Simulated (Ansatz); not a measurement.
Cost and result for the atomization energy of C₂H₇AlBFO (13 atoms, 14 bonds).

Cartesian coordinates in Å:
```
B -1.172 -1.030 -0.733
C -0.667 0.029 -1.724
F -0.575 1.347 -1.419
O 0.372 -0.752 -1.109
Al 0.620 -0.571 0.688
C 0.927 1.173 1.471
H -1.309 -0.605 0.433
H -1.628 -2.099 -0.979
H -0.640 -0.098 -2.803
H 1.060 -1.967 1.274
H 1.970 1.475 1.324
H 0.750 1.153 2.550
H 0.294 1.943 1.028
```

The species carries charge 0 and has multiplicity 1. The bonds changed during the relaxation, so this is another structure than the one it started from. The structure was optimised at the PBE0-D4/def2-TZVP level. It is one conformer, not always the lowest. Program: Ansatz. All runs use 4 threads of an Arm Neoverse V1 on a shared host. Times are those of one run each, without the atoms' runs, and a repeat can differ threefold. Electronic energies, without spin–orbit coupling; frozen cores. CCSD(T)/CBS adds CCSD(T) − MP2 in def2-TZVPP to the MP2 limit, and its time is that of the two runs behind it. T1 = 0.012. B3LYP takes the VWN-RPA correlation (the form of Gaussian; ORCA's B3LYP/G).

CCSD(T)/CBS is a level of theory with its own doubt, some kJ/mol a heavy atom from the limit and from the frozen cores, so smaller differences don't rank the functionals.

| level | functions | wall time |
| --- | --- | --- |
| PBE-D4/def2-TZVPP (with forces) | 295 | 3.5 s |
| PBE0-D4/def2-TZVPP | 295 | 4.2 s |
| r2SCAN-D4/def2-TZVPP (with forces) | 295 | 7.5 s |
| B3LYP-D4/def2-TZVPP (with forces) | 295 | 7.5 s |
| B2PLYP/def2-TZVPP | 295 | 8.5 s |
| ωB97X-V/def2-TZVPP | 295 | 11 s |
| ωB97M-V/def2-TZVPP (with forces) | 295 | 17 s |
| MP2/def2-QZVPP | 565 | 40 s |
| CCSD(T)/def2-TZVPP | 295 | 17 min |
| CCSD(T)/CBS(def2) | – | 17 min |

Task: What atomization energy does each give, and how far from CCSD(T)/CBS? (Best estimate.)

Result: Ansatz gave: 
```tsv
level	atomization (kcal/mol)	difference from CCSD(T)/CBS	per bond
PBE-D4/def2-TZVPP (with forces)	1165.7	23.7	1.7
PBE0-D4/def2-TZVPP	1144.7	2.7	0.2
r2SCAN-D4/def2-TZVPP (with forces)	1152.2	10.2	0.7
B3LYP-D4/def2-TZVPP (with forces)	1140.5	-1.5	-0.1
B2PLYP/def2-TZVPP	1130.5	-11.5	-0.8
ωB97X-V/def2-TZVPP	1146.8	4.8	0.3
ωB97M-V/def2-TZVPP (with forces)	1148.7	6.7	0.5
MP2/def2-QZVPP	1153.9	11.9	0.8
CCSD(T)/def2-TZVPP	1114.9	-27.1	-1.9
CCSD(T)/CBS(def2)	1142.0	0.0	0.0
```

The D4 term adds +9.7 kcal/mol with B3LYP and +5.1 kcal/mol with PBE0; it sums over pairs of atoms, weighted by their polarisabilities, and B3LYP, whose exchange is more repulsive, gets the larger term. From PBE to PBE0 (25 % exact exchange), in def2-TZVPP and without D4, the atomization energy moves by −20.1 kcal/mol: exact exchange takes away binding that semilocal exchange gives to molecules. In def2-TZVPP, CCSD(T) changes the Hartree–Fock value by +275.2 kcal/mol (the triples alone add +17.1 kcal/mol) and MP2 by +298.1 kcal/mol; breaking electron pairs costs correlation energy, which Hartree–Fock lacks.
